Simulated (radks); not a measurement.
Species: Tl II. Configuration: [Xe] 4f14 5d9 6s2 6p1 (not the ground configuration).

All-electron calculation, non-relativistic Kohn-Sham, BLYP, spin-polarised, spherical densities, point nucleus; open shells are filled with parallel spins first (spin-orbit coupling, left out, can overturn this in heavy ions); relativity is left out, which matters for an element this heavy. Program: a radial shooting solver on a logarithmic mesh with Libxc functionals.

Energy parts (eV):
| part | energy |
|---|---|
| total | -516078.80 |
| kinetic | 515975.85 |
| electron-nucleus | -1227480.73 |
| Hartree | 205117.94 |
| exchange-correlation | -9691.86 |

Orbitals (lengths in bohr, moments of r in powers of bohr):
orbital  occ.  eigenvalue (eV)       <r^4>      <r>   <1/r>      <r^2>
1s up       1        -77014.84   5.484e-07  0.01869   80.45  0.0004666
1s down     1        -77014.83   5.484e-07  0.01869   80.45  0.0004666
2s up       1        -12945.77  0.00008785  0.07862   18.96   0.007243
2s down     1        -12945.65  0.00008785  0.07862   18.96   0.007243
2p up       3        -12460.86  0.00005491  0.06641   19.00   0.005338
2p down     3        -12460.77  0.00005491  0.06641   19.00   0.005338
3s up       1        -3077.006    0.002961   0.1980   7.364    0.04464
3s down     1        -3076.954    0.002961   0.1980   7.364    0.04464
3p up       3        -2846.886    0.002609   0.1885   7.322    0.04103
3p down     3        -2846.832    0.002609   0.1885   7.322    0.04103
3d up       5        -2417.245    0.001724   0.1643   7.257    0.03151
3d down     5        -2417.164    0.001724   0.1643   7.257    0.03151
4s up       1        -680.2242     0.06442   0.4339   3.237     0.2119
4s down     1        -680.1276     0.06440   0.4339   3.237     0.2119
4p up       3        -579.8021     0.06892   0.4370   3.151     0.2166
4p down     3        -579.6984     0.06889   0.4370   3.151     0.2165
4d up       5        -394.6136     0.07990   0.4425   2.974     0.2256
4d down     5        -394.4903     0.07982   0.4424   2.974     0.2256
4f up       7        -144.5759      0.1218   0.4573   2.651     0.2501
4f down     7        -144.4259      0.1213   0.4570   2.652     0.2497
5s up       1        -116.7771       1.606   0.9706   1.372      1.055
5s down     1        -116.0686       1.603   0.9700   1.373      1.054
5p up       3         -83.5653       2.250    1.044   1.265      1.229
5p down     3         -82.8259       2.247    1.044   1.266      1.228
5d up       5         -30.3918       6.927    1.319  0.9913      2.016
5d down     4         -29.6170       6.936    1.319  0.9916      2.017
6s up       1         -16.2524       82.49    2.563  0.4919      7.390
6s down     1         -15.5447       85.31    2.575  0.4901      7.480
6p up       1         -10.0206       189.9    3.117  0.4008      11.02
6p down     0          -9.3912       208.0    3.171  0.3949      11.45

The highest occupied level is 6p up at -10.021 eV. Summed over all electrons, <r^2> = 61.69 bohr^2, which gives a Langevin (diamagnetic) susceptibility term of -48.9 x 10^-6 cm^3/mol. The spin density at the nucleus is -0.4951 e/bohr^3 (1s -0.0459, 2s -0.0889, 3s -0.0685, 4s 0.1070, 5s -0.5590, 6s 0.1601). Virial ratio -V/T = 2.00020. Spin moment in Bohr magnetons: 2. The density falls to 0.001 e/bohr^3 at r = 4.44 bohr. The electron density at the nucleus is 3.818e+05 e/bohr^3.
